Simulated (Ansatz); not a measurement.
CH8GeO2Si, SMILES `C[SiH](O)[GeH2][OH]`. Total charge 0; spin multiplicity 1. Geometry: relaxed with PBE0-D4/def2-TZVP. It is one conformer, not always the lowest.

```xyz
13

C     1.432    0.283   -1.134
Si   -0.197   -0.482   -0.643
O    -0.173   -2.137   -0.692
Ge   -0.759    0.102    1.604
O    -0.859    1.897    1.689
H     1.383    1.368   -1.007
H     1.673    0.076   -2.180
H     2.247   -0.095   -0.512
H    -1.257    0.049   -1.554
H    -0.070   -2.560   -1.546
H    -2.104   -0.494    2.080
H     0.338   -0.239    2.627
H    -1.653    2.232    1.268
```

(1) What is the dipole moment at PBE/def2-TZVPP? (Estimate.)

(2) And with r2SCAN, B3LYP, ωB97M-V? (An estimate is asked.)

(3) Give the Mulliken charges with PBE, r2SCAN, B3LYP in def2-TZVPP. (An estimate is asked.)

Results:

(1) Computed: 2.51 D, with components (0.00, -0.67, -2.42) D in this frame, pointing from negative to positive charge.

(2) Computed: r2SCAN 2.62 D, B3LYP 2.66 D, ωB97M-V 2.68 D.

(3) The calculation gave: 
```
atom    PBE  r2SCAN  B3LYP
  C1  -0.37   -0.30  -0.38
 Si2   0.32    0.42   0.42
  O3  -0.35   -0.42  -0.40
 Ge4   0.29    0.32   0.31
  O5  -0.40   -0.46  -0.44
  H6   0.12    0.09   0.11
  H7   0.10    0.07   0.09
  H8   0.11    0.08   0.11
  H9  -0.11   -0.12  -0.12
 H10   0.18    0.20   0.18
 H11  -0.04   -0.04  -0.04
 H12  -0.02   -0.02  -0.02
 H13   0.17    0.19   0.17
```

B3LYP here is the variant with VWN-RPA as its local correlation; programs differ in this.
